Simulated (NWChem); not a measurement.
# SiH$_{2}$O$_{2}$ClF; SMILES O[Si](O)(F)Cl

```xyz
7

O      0.0141    -1.0195     1.4707
Si    -0.0122    -0.3342    -0.0149
O     -1.3502    -0.8282    -0.8008
F      1.3265    -0.7582    -0.8050
Cl    -0.0125     1.7005     0.0401
H      0.8009    -0.9114     2.0131
H     -1.6670    -1.7145    -0.6005
```
Atoms are numbered in this order, from 1.

Structure relaxed at the PBE0/def2-SVP level.

Task: List the 6 lowest vertical singlet excitations and the 6 lowest triplet ones from BHandHLYP/6-31G* (spherical d), TDA (NWChem).

Result: 
```json
[
 {"state": "S1", "energy (eV)": "9.16", "oscillator strength": "0.023", "leading excitation (squared amplitude)": "HOMO → LUMO (0.73)"},
 {"state": "S2", "energy (eV)": "9.25", "oscillator strength": "0.011", "leading excitation (squared amplitude)": "HOMO−1 → LUMO (0.63)"},
 {"state": "S3", "energy (eV)": "9.63", "oscillator strength": "0.010", "leading excitation (squared amplitude)": "HOMO−2 → LUMO (0.59)"},
 {"state": "S4", "energy (eV)": "9.99", "oscillator strength": "0.108", "leading excitation (squared amplitude)": "HOMO−3 → LUMO (0.49)"},
 {"state": "S5", "energy (eV)": "10.60", "oscillator strength": "0.084", "leading excitation (squared amplitude)": "HOMO−4 → LUMO (0.52)"},
 {"state": "S6", "energy (eV)": "10.66", "oscillator strength": "0.052", "leading excitation (squared amplitude)": "HOMO−5 → LUMO (0.42)"},
 {"state": "T1", "energy (eV)": "8.54", "oscillator strength": "spin-forbidden", "leading excitation (squared amplitude)": "HOMO → LUMO (0.56)"},
 {"state": "T2", "energy (eV)": "8.64", "oscillator strength": "spin-forbidden", "leading excitation (squared amplitude)": "HOMO−1 → LUMO (0.45)"},
 {"state": "T3", "energy (eV)": "8.96", "oscillator strength": "spin-forbidden", "leading excitation (squared amplitude)": "HOMO−2 → LUMO (0.49)"},
 {"state": "T4", "energy (eV)": "9.14", "oscillator strength": "spin-forbidden", "leading excitation (squared amplitude)": "HOMO−3 → LUMO (0.45)"},
 {"state": "T5", "energy (eV)": "9.75", "oscillator strength": "spin-forbidden", "leading excitation (squared amplitude)": "HOMO−4 → LUMO (0.57)"},
 {"state": "T6", "energy (eV)": "9.89", "oscillator strength": "spin-forbidden", "leading excitation (squared amplitude)": "HOMO−5 → LUMO (0.62)"}
]
```
